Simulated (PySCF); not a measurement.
# Orbital picture of TaCl⁺

PBEsol at R = 2.165 Å; PySCF, scalar-relativistic core potentials, basis sets Ta def2-TZVPPD with ECP60, Cl def2-TZVPPD. State: ⁴Σ⁻ (quartet), unpaired electrons σ ↑, δ ↑↑. Only the outer orbitals are listed, counted within each symmetry, core potentials removing the inner ones.

```
spin  orbital  occ.  ε (eV)  on Ta (%)            main shells (%)
   α       6σ     1  -26.59          9                    90 Cl s
   α       7σ     1  -16.06         25   70 Cl p, 15 Ta d, 8 Ta s
   α       3π     1  -14.90         18           82 Cl p, 16 Ta d
   α       3π     1  -14.90         18           82 Cl p, 16 Ta d
   α       8σ     1  -11.60        101           69 Ta s, 32 Ta d
   α       1δ     1  -10.70        100                   100 Ta d
   α       1δ     1  -10.70        100                   100 Ta d
   α       4π     0  -10.19         83           81 Ta d, 15 Cl p
   α       4π     0  -10.19         83           81 Ta d, 15 Cl p
   α       9σ     0   -8.88         83  38 Ta d, 23 Ta p, 22 Ta s
   β       2π     1  -43.19        100                   100 Ta p
   β       2π     1  -43.19        100                   100 Ta p
   β       6σ     1  -26.68          9                    91 Cl s
   β       7σ     1  -15.96         22           74 Cl p, 14 Ta d
   β       3π     1  -14.85         11           88 Cl p, 10 Ta d
   β       3π     1  -14.85         11           88 Cl p, 10 Ta d
   β       8σ     0   -9.08        100           78 Ta s, 21 Ta d
   β       4π     0   -9.01         87           86 Ta d, 10 Cl p
   β       4π     0   -9.01         87           86 Ta d, 10 Cl p
```

Which are the highest filled and the lowest empty level, where do they sit, and how wide is the gap?

Highest filled α 1δ at -10.70 eV (in %: 100 Ta d); lowest empty α 4π at -10.19 eV (in %: 81 Ta d, 15 Cl p); the gap at PBEsol is 0.51 eV.

- bond order (Mayer): 1.86
- ⟨S²⟩: 3.767
- charge on Ta (Mulliken, basis-dependent): 0.77
- charge on Ta (Löwdin, basis-dependent): 0.63
- dipole moment (positive dipole points towards Cl; it is taken about the centre of mass and depends on that origin): -2.04 D

Shares are Mulliken populations and can fall outside 0 to 100 %.

Spin–orbit coupling is left out. The state is the lowest single determinant that the PBE0 search found; with open d or f shells the true ground state can be another one.
